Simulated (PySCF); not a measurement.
CuO: energy against distance

Set-up: PySCF, scalar-relativistic core potentials, basis sets Cu cc-pVDZ-PP with ECP10, O cc-pVDZ. Energies in eV from Cu (3d10 4s1) + O in their ground configurations at the same level. State: ²Π (doublet), unpaired electrons π ↑.

All columns are PBE0. A positive dipole means Cu(−)O(+).

| R (Å) | E (eV) | μ (D) | Mulliken charge on Cu (basis-dependent) | HOMO (eV) | LUMO (eV) | Mayer bond order | ⟨S²⟩ |
| --- | --- | --- | --- | --- | --- | --- | --- |
| 1.484 | -1.888 | -3.63 | 0.33 | -6.81 | -3.20 | 1.81 | 0.77 |
| 1.552 | -2.405 | -3.81 | 0.34 | -6.72 | -3.07 | 1.66 | 0.77 |
| 1.621 | -2.675 | -3.94 | 0.34 | -6.64 | -2.93 | 1.52 | 0.77 |
| 1.673 | -2.766 | -4.02 | 0.34 | -6.59 | -2.81 | 1.42 | 0.77 |
| 1.725 | -2.787 | -4.09 | 0.34 | -6.54 | -2.75 | 1.34 | 0.77 |
| 1.777 | -2.757 | -4.16 | 0.34 | -6.50 | -2.78 | 1.27 | 0.78 |
| 1.846 | -2.661 | -4.26 | 0.34 | -6.44 | -2.82 | 1.20 | 0.78 |
| 1.932 | -2.480 | -4.36 | 0.34 | -6.38 | -2.88 | 1.12 | 0.80 |
| 2.035 | -2.215 | -4.46 | 0.34 | -6.31 | -2.95 | 1.05 | 0.82 |
| 2.174 | -1.836 | -4.46 | 0.33 | -6.28 | -3.03 | 0.97 | 0.89 |

A fit through these points gives, at Re = 1.718 Å, μ = -4.08 D and dμ/dR = -1.41 D/Å; the reduced mass is 12.75 u.

Question: How strong is the fundamental in the double-harmonic approximation, I = 42.26·(dμ/dR)²/μred km/mol?

Answer: I = 42.26·(-1.41)²/12.75 = 6.59 km/mol at PBE0.

⟨S²⟩ of the unrestricted solution departs from its pure value on part of the curve, where spin states mix. The state is the lowest single determinant that the PBE0 search found; with open d or f shells the true ground state can be another one.
